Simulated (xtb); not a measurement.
HNP (SMILES N#[PH+]), charge +1, singlet, from a rough starting geometry; GFN2-xTB in xtb.

The xtb input:
```
$ xtb mol.xyz --gfn 2 --chrg 1 --opt vtight --json

# file mol.xyz
3

N      1.36326872    -0.34397087    -0.01356771
P      0.01301612     0.04369306    -0.04543975
H     -1.41332823     0.32681096     0.03099970
```

Q: Write the output that xtb gives for this input, abridged.

A: 
```
   ID    Z sym.   atoms
    1    7 N      1
    2   15 P      2
    3    1 H      3

           -------------------------------------------------
          |                Calculation Setup                |
           -------------------------------------------------

           -------------------------------------------------
          |                 G F N 2 - x T B                 |
           -------------------------------------------------

          ...................................................
          :                      SETUP                      :
          :.................................................:
          :  # basis functions                  15          :
          :  # atomic orbitals                  14          :
          :  # shells                            6          :
          :  # electrons                        10          :
          :  max. iterations                   250          :
          :  Hamiltonian                  GFN2-xTB          :
          :  restarted?                      false          :
          :  GBSA solvation                  false          :
          :  PC potential                    false          :
          :  electronic temp.          300.0000000     K    :
          :  accuracy                    1.0000000          :
          :  -> integral cutoff          0.2500000E+02      :
          :  -> integral neglect         0.1000000E-07      :
          :  -> SCF convergence          0.1000000E-05 Eh   :
          :  -> wf. convergence          0.1000000E-03 e    :
          :  Broyden damping             0.4000000          :
          :  net charge                          1          :
          :  unpaired electrons                  0          :
          ...................................................

 iter      E             dE          RMSdq      gap      omega  full diag
   1     -5.2156053 -0.521561E+01  0.294E+01    6.08       0.0  T
   2     -5.3090293 -0.934240E-01  0.116E+01    3.77       1.0  T
   3     -5.3313457 -0.223164E-01  0.142E+01    5.36       1.0  T
   4     -5.4711346 -0.139789E+00  0.164E+00    4.06       1.0  T
   5     -5.4725582 -0.142359E-02  0.467E-01    4.07       1.0  T
   6     -5.4727602 -0.201998E-03  0.302E-01    4.12       1.0  T
   7     -5.4727700 -0.984096E-05  0.118E-01    4.12       1.0  T
   8     -5.4727848 -0.147465E-04  0.456E-02    4.13       1.3  T
   9     -5.4727863 -0.154510E-05  0.145E-02    4.13       4.0  T
  10     -5.4727864 -0.145258E-06  0.617E-03    4.13       9.4  T
  11     -5.4727865 -0.436844E-07  0.787E-04    4.13      73.4  T
  12     -5.4727865 -0.420632E-09  0.232E-04    4.13     248.9  T

   *** convergence criteria satisfied after 12 iterations ***

         :::::::::::::::::::::::::::::::::::::::::::::::::::::
         ::                     SUMMARY                     ::
         :::::::::::::::::::::::::::::::::::::::::::::::::::::
         :: total energy              -5.371079580870 Eh    ::
         :: gradient norm              0.146889285792 Eh/a0 ::
         :: HOMO-LUMO gap              4.128051420672 eV    ::
         ::.................................................::
         :: SCC energy                -5.472786499476 Eh    ::
         :: -> isotropic ES            0.147555241957 Eh    ::
         :: -> anisotropic ES         -0.045532262552 Eh    ::
         :: -> anisotropic XC          0.015386893930 Eh    ::
         :: -> dispersion             -0.000609649676 Eh    ::
         :: repulsion energy           0.101706918606 Eh    ::
         :: add. restraining           0.000000000000 Eh    ::
         :: total charge               1.000000000000 e     ::
         :::::::::::::::::::::::::::::::::::::::::::::::::::::

      -----------------------------------------------------------
     |                   =====================                   |
     |                        A N C O P T                        |
[...]
 * total energy  :    -5.3710796 Eh     change       -0.6112888E-10 Eh
 * total energy  :    -5.3757337 Eh     change       -0.4654167E-02 Eh
 * total energy  :    -5.3761980 Eh     change       -0.4642405E-03 Eh
 * total energy  :    -5.3762531 Eh     change       -0.5512701E-04 Eh
 * total energy  :    -5.3762834 Eh     change       -0.3027275E-04 Eh
 * total energy  :    -5.3762884 Eh     change       -0.5024613E-05 Eh
 * total energy  :    -5.3762886 Eh     change       -0.1892241E-06 Eh
 * total energy  :    -5.3762886 Eh     change       -0.4283847E-07 Eh
   *** GEOMETRY OPTIMIZATION CONVERGED AFTER 8 ITERATIONS ***
         :: total energy              -5.376288645157 Eh    ::
[...]
         :: SCC energy                -5.453793549867 Eh    ::
         :: -> isotropic ES            0.148160918187 Eh    ::
         :: -> anisotropic ES         -0.046563911921 Eh    ::
         :: -> anisotropic XC          0.015956091026 Eh    ::
         :: -> dispersion             -0.000608319272 Eh    ::
         :: repulsion energy           0.077504904710 Eh    ::
         :: add. restraining           0.000000000000 Eh    ::
         :: total charge               1.000000000000 e     ::
         :::::::::::::::::::::::::::::::::::::::::::::::::::::

           -------------------------------------------------
          |                Property Printout                |
           -------------------------------------------------

    * Orbital Energies and Occupations

         #    Occupation            Energy/Eh            Energy/eV
      -------------------------------------------------------------
         1        2.0000           -0.9365011             -25.4835
         2        2.0000           -0.8312676             -22.6199
         3        2.0000           -0.7007682             -19.0689
         4        2.0000           -0.7007682             -19.0689
         5        2.0000           -0.6948974             -18.9091 (HOMO)
         6                         -0.5452967             -14.8383 (LUMO)
         7                         -0.5452967             -14.8383
         8                         -0.4796393             -13.0517
         9                         -0.2274707              -6.1898
        10                         -0.2274707              -6.1898
        11                         -0.1005128              -2.7351
        12                         -0.1005128              -2.7351
        13                          0.2324073               6.3241
        14                          1.2941324              35.2151
      -------------------------------------------------------------
                  HL-Gap            0.1496007 Eh            4.0708 eV
             Fermi-level           -0.6200971 Eh          -16.8737 eV

     #   Z          covCN         q      C6AA      α(0)
     1   7 N        0.861     0.095    19.812     6.462
     2  15 P        1.837     0.513   156.133    23.604
     3   1 H        0.976     0.391     0.490     1.094

 Mol. C6AA /au·bohr⁶  :        307.375026
 Mol. C8AA /au·bohr⁸  :      13398.143050
 Mol. α(0) /au        :         31.159976

Wiberg/Mayer (AO) data.
largest (>0.10) Wiberg bond orders for each atom

 ---------------------------------------------------------------------------
     #   Z sym  total        # sym  WBO       # sym  WBO       # sym  WBO
 ---------------------------------------------------------------------------
     1   7 N    3.301 --     2 P    3.171     3 H    0.130
     2  15 P    3.888 --     1 N    3.171     3 H    0.717
     3   1 H    0.847 --     2 P    0.717     1 N    0.130
 ---------------------------------------------------------------------------

Topologies differ in total number of bonds
Writing topology from bond orders to xtbtopo.mol

molecular dipole:
                 x           y           z       tot (Debye)
 q only:       -0.807       0.206      -0.005
   full:       -1.350       0.338       0.003       3.538
molecular quadrupole (traceless):
                xx          xy          yy          xz          yz          zz
 q only:        3.270      -1.236      -1.484      -0.058       0.014      -1.785
  q+dip:        4.268      -1.619      -1.936      -0.068       0.017      -2.332
   full:        0.679      -0.277      -0.303       0.020      -0.005      -0.376

optimized geometry written to: xtbopt.xyz

           -------------------------------------------------
          | TOTAL ENERGY               -5.376288645157 Eh   |
          | GRADIENT NORM               0.000004258946 Eh/α |
          | HOMO-LUMO GAP               4.070843467203 eV   |
           -------------------------------------------------
```
